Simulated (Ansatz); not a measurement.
Geometry optimisation, Ansatz, RKS r2SCAN-D4/def2-SVP.

Input:

```yaml
crystal:
  periodic: [false, false, false]
  atoms:
    - { symbol: O, position_ang: [-0.8613, 0.7665, 0.2681] }
    - { symbol: Al, position_ang: [0.367, -0.357, -0.3518] }
    - { symbol: F, position_ang: [1.1923, -1.092, 1.0379] }
    - { symbol: F, position_ang: [-0.3377, -1.6385, -1.3312] }
    - { symbol: F, position_ang: [1.5576, 0.5289, -1.3917] }
    - { symbol: H, position_ang: [-1.4657, 0.2869, 0.8712] }
    - { symbol: H, position_ang: [-0.391, 1.4371, 0.8517] }
basis:
  gaussian: { orbitals: def2-SVP }
hamiltonian:
  xc: r2scan
  dispersion: d4
relax:
  f_tol: 0.015
  max_steps: 40
output:
  orbitals: {}
```

Launched with:

```bash
$ ansatz run input.yaml --threads 2 --pin off --max-ram 3072MiB --backend cpu --events-out ev --progress --plain --runs-dir out
```

Question: Where does it end, and by what steps?

Answer: It converged. After 17 steps the energy has fallen by 1.209 eV; H7 moved furthest, 0.75 Å.

```
step  energy less start (eV)  largest force component (eV/Å)  accepted
   0                  0.0000                           4.997       yes
   1                 -0.7638                           2.537       yes
   2                 -1.1252                           0.500       yes
   3                 -1.1471                           0.110       yes
   4                 -1.1497                           0.117       yes
   5                 -1.1545                           0.274       yes
   6                 -1.1557                           0.278       yes
   7                 -1.1669                           0.261       yes
   8                 -1.1730                           0.411       yes
   9                 -1.1735                           0.414       yes
  10                 -0.9079                           3.308        no
  11                 -1.1834                           0.083       yes
  12                 -1.1913                           0.187       yes
  13                 -1.1953                           0.302       yes
  14                 -1.2031                           0.215       yes
  15                 -1.2085                           0.036       yes
  16                 -1.2088                           0.016       yes
  17                 -1.2088                           0.003       yes
```

```xyz
7
Properties=species:S:1:pos:R:3
O -0.920 0.591 0.267
Al 0.519 -0.557 -0.378
F 0.807 -1.266 1.104
F -0.125 -1.507 -1.575
F 1.506 0.707 -0.837
H -1.058 0.441 1.218
H -0.669 1.523 0.155
```

Whether the end is a true minimum wasn't checked by a vibrational analysis.

The run took 26 s on 2 threads of AMD EPYC 9R14 (Zen 4) (shared host), peak memory 0.19 GiB.
